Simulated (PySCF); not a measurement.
S8, SMILES S1SSSSSSS1.

Coordinates come from a B3LYP-D3(BJ)/def2-SVP optimisation.

All values below come from B3LYP-D3(BJ)/def2-SVP in PySCF 2.14.0.

Frequencies are harmonic and unscaled.

Computed harmonic wavenumbers and intensities:
| mode | ν (cm⁻¹) | IR (km/mol) | moving atoms (share of kinetic energy) |
|---|---|---|---|
| 1 | 43 | 0.0 | S 100 % |
| 2 | 71 | 0.1 | S 100 % |
| 3 | 119 | 0.4 | S 100 % |
| 4 | 124 | 0.0 | S 100 % |
| 5 | 146 | 0.5 | S 100 % |
| 6 | 191 | 1.2 | S 100 % |
| 7 | 206 | 0.9 | S 100 % |
| 8 | 236 | 0.0 | S 100 % |
| 9 | 244 | 0.7 | S 100 % |
| 10 | 282 | 2.2 | S 100 % |
| 11 | 333 | 1.7 | S 100 % |
| 12 | 384 | 1.6 | S 100 % |
| 13 | 390 | 0.3 | S 100 % |
| 14 | 431 | 6.8 | S 100 % |
| 15 | 435 | 1.8 | S 100 % |
| 16 | 453 | 0.1 | S 100 % |
| 17 | 461 | 1.9 | S 100 % |
| 18 | 478 | 0.7 | S 100 % |
